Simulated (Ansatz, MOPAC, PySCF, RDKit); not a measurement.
N2 (SMILES N#N) and C2H6O (SMILES CCO) are pulled apart as rigid monomers along the line of their centres of mass, from the B3LYP-D3(BJ)/def2-TZVP minimum. Starting geometry (charge 0, multiplicity 1):
```xyz
11

N      1.14415     0.98750    -0.19306
N      0.77129     0.24647     0.51469
C     -1.36065     0.48160     3.72128
C      0.09426     0.11886     3.96995
O      0.44545    -1.15231     3.43495
H     -1.60591     1.43892     4.18770
H     -2.02071    -0.28403     4.13166
H     -1.56487     0.56949     2.65098
H      0.75355     0.90083     3.57122
H      0.28980     0.04724     5.04090
H      0.34459    -1.11338     2.47777
```

Interaction energies with rigid monomers; basis-set methods are counterpoise corrected unless marked otherwise.

Frozen-core correlation. Rows in 6-31G* carry no dispersion term and start afresh at each structure (6-31G* with six Cartesian d functions). MP2/6-31G* freezes PySCF's default core. The state that PM3 reach isn't checked.

Programs: Ansatz (a first-principles code) with Gaussian orbitals; MOPAC for PM3 (differences of heats of formation); PySCF for 6-31G* rows; RDKit for the force fields. Each number belongs to the level named beside it.

```csv
N2···H11 (Å),MMFF94 (kcal/mol),PM3 (kcal/mol),HF/6-31G* (no counterpoise) (kcal/mol),MP2/6-31G* (no counterpoise) (kcal/mol),SCS-MP2/aug-cc-pVDZ (kcal/mol)
2.20,0.38,2.30,0.53,…,-0.21
2.43,-0.28,…,-0.44,-2.05,-0.89
2.77,-0.42,0.04,-0.69,-1.65,-0.94
3.34,-0.25,-0.16,-0.41,-0.80,-0.55
4.28,-0.08,-0.11,-0.12,-0.22,-0.20
```

**Question.** Complete the blanks.

**Answer.** 
- 2.20, MP2/6-31G* (no counterpoise) (kcal/mol): -1.74
- 2.43, PM3 (kcal/mol): 0.86
